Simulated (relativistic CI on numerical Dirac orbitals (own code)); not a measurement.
Calculated at this level of theory: Dirac-Coulomb-Breit CI, KLI orbitals optimised for each configuration, model QED (radiative potential, 1s self-energy scaled to tabulated hydrogen-like ionisation energies), valence Slater integrals scaled by 0.85, configuration energies shifted to the measured levels that pair with them (semi-empirical) (own radial code, finite nucleus).

Configurations in the expansion (outside the closed core [Ne]): 3s2 3p2, 3s 3p3, 3s2 3p 3d, 3p4, 3s2 3p 4s, 3s2 3p 4d, 3s 3p2 3d, 3s2 3p 5s, 3s2 3d2, 3p2 3d2, 3s2 3p 4p, 3p3 3d, 3s2 3d 4s, 3s 3p 3d2, 3s2 3d 4p, 3p3 4s, 3s2 3p 4f, 3s 3p2 4s, 3s2 4s2, 3s2 3p 5p, 3p3 4p, 3s 3p 3d 4s, 3s2 4s 4p, 3s 3p2 4p, 3s2 3p 5d, 3s2 3p 5f, 3s2 3p 5g, 3s 3p 3d 4p, 3s2 4p2, 3s 3p2 4d. Levels of other configurations are missing.

Configurations whose levels could be paired with our table of measured levels were shifted onto them, all but the ground configuration, by the median error of their levels; single terms can still be off by 1,000 to 2,000 cm⁻¹ or more, and rates follow the energies as ν³ (E1, M1) or ν⁵ (E2). The others borrow a shift and can be off by several thousand cm⁻¹ or more. 39 of the 43 excited levels that our extract of the measured tables holds in this range could be paired (the sources list more); they are missed by 751 cm⁻¹ on average and 4738 at most, after the shifts were fitted to these levels, and levels without a partner can miss by more.

Outline of the computed level scheme of Ar V. Lowest level of each configuration: 3s2 3p2 3P_0 at 0.0000 eV; 3s 3p3 5S°_2 at 10.9321 eV; 3s2 3p 3d 3F°_2 at 23.4800 eV; 3p4 3P_2 at 33.0027 eV; 3s2 3p 4s 3P°_0 at 36.6605 eV; 3s2 3p 4p 1P_1 at 40.0963 eV.

Some strong electric-dipole decays among the lowest 45 levels: 3s2 3p 3d 1F°_3 → 3s2 3p2 1D_2 (3.1e+10 s⁻¹); 3s2 3p 3d 3D°_3 → 3s2 3p2 3P_2 (2.8e+10 s⁻¹); 3s2 3p 3d 1P°_1 → 3s2 3p2 1S_0 (2.3e+10 s⁻¹); 3s2 3p 3d 1D°_2 → 3s2 3p2 1D_2 (2.3e+10 s⁻¹); 3s2 3p 3d 3D°_2 → 3s2 3p2 3P_1 (1.9e+10 s⁻¹); 3s2 3p 3d 3P°_0 → 3s2 3p2 3P_1 (1.8e+10 s⁻¹); 3s2 3p 4s 1P°_1 → 3s2 3p2 1D_2 (1.6e+10 s⁻¹); 3s2 3p 3d 3D°_1 → 3s2 3p2 3P_0 (1.4e+10 s⁻¹).

LS names give the leading component of a level, which can be under half, so a name can repeat, a term be missing and a line seem to break the LS rules.
